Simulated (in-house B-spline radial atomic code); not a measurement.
Relativistic effects in In II (In+), [Kr] 4d10 5s2: non-relativistic Hartree-Fock (point nucleus) against Dirac-Hartree-Fock (Fermi nucleus of rms radius 4.6156 fm), both averages of the configuration, computed with a radial B-spline atomic code at the basis-set limit.

```tsv
orbital	ε NR (Eh)	ε Dirac (Eh)	<r> NR (bohr)	<r> Dirac (bohr)	change of <r> (%)
1s1/2	-998.07	-1033	0.03105	0.02971	-4.3
2s1/2	-149.67	-158.21	0.1341	0.1279	-4.6
2p1/2	-139.44	-147.1	0.1147	0.1086	-5.3
2p3/2	-139.44	-139.32	0.1147	0.1138	-0.8
3s1/2	-29.894	-31.678	0.3595	0.3465	-3.6
3p1/2	-25.643	-27.15	0.3514	0.3382	-3.8
3p3/2	-25.643	-25.701	0.3514	0.3489	-0.7
3d3/2	-17.859	-17.786	0.3232	0.3212	-0.6
3d5/2	-17.859	-17.493	0.3232	0.3247	+0.4
4s1/2	-5.2463	-5.581	0.8812	0.8526	-3.2
4p1/2	-3.7758	?	0.94	?	?
4p3/2	-3.7758	?	0.94	?	?
4d3/2	-1.3319	-1.3037	1.154	1.155	+0.1
4d5/2	-1.3319	-1.2686	1.154	1.172	+1.5
5s1/2	-0.60706	-0.63575	2.687	2.583	-3.9
```

(1) What happens to 4p1/2?

(2) What happens to 4p3/2?

(3) What explains the pattern of contraction and expansion?

(4) By how much does the total energy change?

## Answers

(1) Its energy goes to -4.0242 hartree and <r> to 0.9084 bohr (-3.37 %).

(2) Its energy goes to -3.7686 hartree and <r> to 0.9365 bohr (-0.38 %).

(3) Expansion is seen in 3d5/2, 4d3/2, 4d5/2. The s and p1/2 orbitals contract directly, screen the nucleus better, and so push out orbitals that have little density near the nucleus; spin-orbit coupling adds to this for j = l + 1/2 and opposes it for j = l - 1/2.

(4) By -140.27 hartree, from -5739.978 to -5880.244.
